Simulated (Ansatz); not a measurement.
Sn4O5. The state is a singlet with charge 0. Geometry PBE-D4/def2-SVP.

```xyz
9

Sn   -1.5788   -1.4741    0.1844
Sn   -1.2854    1.3493    1.1068
Sn    0.4914    0.6779   -2.2382
Sn    2.0476   -0.5676    1.0936
O     0.0375   -0.4678    1.4211
O    -2.7055   -0.1175    1.2198
O     2.1082    0.8165   -0.6795
O    -1.0721    0.4234   -0.9544
O     1.9572   -0.6403   -1.1535
```

In the def2 sets Sn takes a core potential; there is no spin–orbit coupling. HSE06 is defined as in plane-wave codes, on full-range PBE exchange. The structure holds one bond between oxygen atoms, so isomers without such links may lie far lower. The restricted singlet is unstable towards broken spin symmetry in Hartree–Fock (as tested in another run); at PBE-D4/def2-TZVP, r2SCAN-D4/def2-TZVP, PBE0-D4/def2-TZVP, HSE06-D4/def2-TZVP this wasn't settled. Another isomer (singlet) lies 1.18 eV lower at PBE0-D4/def2-TZVP; other spin states weren't run for this one.

Task: Estimate the orbital energies around the gap (eV) in Ansatz with PBE-D4/def2-TZVP, r2SCAN-D4/def2-TZVP, PBE0-D4/def2-TZVP, HSE06-D4/def2-TZVP.

Result: 
```
orbital  PBE-D4/def2-TZVP  r2SCAN-D4/def2-TZVP  PBE0-D4/def2-TZVP  HSE06-D4/def2-TZVP
 HOMO−9             -7.83                -8.16              -9.23               -8.83
 HOMO−8             -7.40                -7.80              -9.01               -8.60
 HOMO−7             -7.09                -7.42              -8.50               -8.10
 HOMO−6             -6.98                -7.30              -8.26               -7.86
 HOMO−5             -6.87                -7.17              -7.92               -7.53
 HOMO−4             -6.15                -6.51              -7.60               -7.20
 HOMO−3             -6.06                -6.36              -7.53               -7.12
 HOMO−2             -5.91                -6.27              -7.39               -6.99
 HOMO−1             -5.68                -5.98              -6.98               -6.59
   HOMO             -5.36                -5.62              -6.35               -5.97
   LUMO             -3.11                -3.01              -2.40               -2.76
 LUMO+1             -2.25                -2.15              -1.55               -1.92
 LUMO+2             -1.82                -1.65              -1.14               -1.50
 LUMO+3             -1.80                -1.58              -1.09               -1.44
 LUMO+4             -1.74                -1.45              -0.78               -1.13
 LUMO+5             -1.49                -1.25              -0.44               -0.80
```
